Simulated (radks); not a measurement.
Task: The mean radii <r> (bohr) of the occupied orbitals of an atom or ion are listed with their occupations. Calculated with a radial shooting solver on a logarithmic mesh with Libxc functionals: Dirac Kohn-Sham, Slater X-alpha with alpha = 0.976, spin-unpolarised, spherical densities, finite nucleus; Fermi nuclear charge, rms radius of each element as measured or else 0.836 A^(1/3) + 0.57 fm.

orbital  occ.      <r>
1s1/2       2  0.01578
2s1/2       2  0.06563
2p1/2       2  0.05370
2p3/2       4  0.06274
3s1/2       2   0.1704
3p1/2       2   0.1608
3p3/2       4   0.1772
3d3/2       4   0.1536
3d5/2       6   0.1586
4s1/2       2   0.3749
4p1/2       2   0.3751
4p3/2       4   0.4094
4d3/2       4   0.4120
4d5/2       6   0.4229
4f5/2       6   0.4301
4f7/2       8   0.4361
5s1/2       2   0.8219
5p1/2       2   0.8717
5p3/2       4   0.9584
5d3/2       4    1.158
5d5/2       6    1.195
6s1/2       2    1.938

Name the element and its charge. Open shells, if any, are shared by 2j + 1.

Result: Z = 83, bismuth, charge +3: Bi3+ in [Hg]. The 1s radius gives Z: for a bare nucleus <r> = (2 gamma + 1)/(2Z) with gamma = sqrt(1 - (Z/c)^2), 0.01561 bohr for Z = 83, and screening makes it slightly larger (0.01578 here). The occupations add up to 80, and the charge is Z minus that.
